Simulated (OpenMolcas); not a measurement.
Yb3+: ligand-field states by method

Yb3+ with 6 ligands (fluoride, chloride on the axis) in tetragonal octahedral coordination (D4h) at 2.33 Å, the axial distance 2.810 Å. A charge of +0.5 e stands 2.6 Å behind each ligand. Ligand basis ANO-RCC-VDZP.

```
Program             : OpenMolcas 26.06
Basis               : ANO-RCC-VDZP [7s6p4d2f1g]
Scalar Hamiltonian  : DKH2, point nucleus
Active space        : 13 electrons in 7 orbitals (4f)
State averaging     : 2S+1 = 2 odd, 7 roots
Spin-orbit coupling : state interaction with AMFI integrals over the reference wave functions
```

I. CASSCF
II. SS-CASPT2, IPEA 0.25 Eh, imaginary shift 0.1 Eh (closed shells correlated: 5s 5p and the ligand valence shells)

Spin-free states (labels of D4, the rotations of D4h) in cm-1, each column counted from its own energy of the first state listed:

```tsv
State	Degeneracy	I	II
2E	2	0	0
2B2	1	467	710
2B1	1	612	940
2A2	1	633	780
2E	2	645	830
```

From I to II, I's first state of the same spin (2B2) moves from 467 to 710 cm-1, by about +240 cm-1.

With spin-orbit coupling the lowest J multiplet is 635 (I), 869 (II) cm-1 wide, a factor of 1.37 from I to II.

χT at 300 K: I 2.40, II 2.30 cm3 K/mol.

Over all roots computed the reference weight is 0.68 in II; a low but even weight reflects the number of correlated electrons. Without dynamic correlation the ligand-field splitting of an f shell can come out too small, at times by half (holds for I). Splittings of an f shell from a small cluster at a set distance can be off by tens of per cent, mostly too small (holds for II). The distance lies 7 % over the 2.18 Å that this model takes as the normal distance (a Shannon-type radius plus a fixed donor radius); by an R⁻⁵ law this alone changes a d-shell field by about -28 %. No measured value stands beside these numbers; the geometry is a model, was not optimised and need not be the one that this ion takes.
